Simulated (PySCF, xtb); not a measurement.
B(H)(Me)(NCO) (C2H4BNO), SMILES CBN=C=O.

Geometry optimised at B3LYP-D3(BJ)/def2-SVP. The values are those of a single conformer.

Computed with C-PCM-M06-2X/def2-SVP (PySCF).

The values are the electrostatic part of the solvation free energy, E(continuum) − E(gas) at the gas-phase geometry, in a cavity of scaled van der Waals radii (PySCF's table); cavitation and dispersion terms are not included. In vacuum the orbital gap is 8.90 eV. The dipole moment in vacuum is 1.87 D.

Question: Estimate the values in water (ε = 78.36), ethylethanoate (ε = 5.99), acetonitrile (ε = 35.69). (An estimate is asked for; the answer gives what the named calculation found.)

Answer: 
| solvent | ε | ΔG(elec) (kcal/mol) | dipole (D) | gap (eV) |
|---|---|---|---|---|
| water | 78.36 | -2.0 | 2.35 | 8.97 |
| ethylethanoate | 5.99 | -1.6 | 2.26 | 8.96 |
| acetonitrile | 35.69 | -1.9 | 2.34 | 8.97 |

For comparison, GFN2-xTB/ALPB(water) (xtb, at the GFN2-xTB geometry, all terms of that model) gives -1.3 kcal/mol.
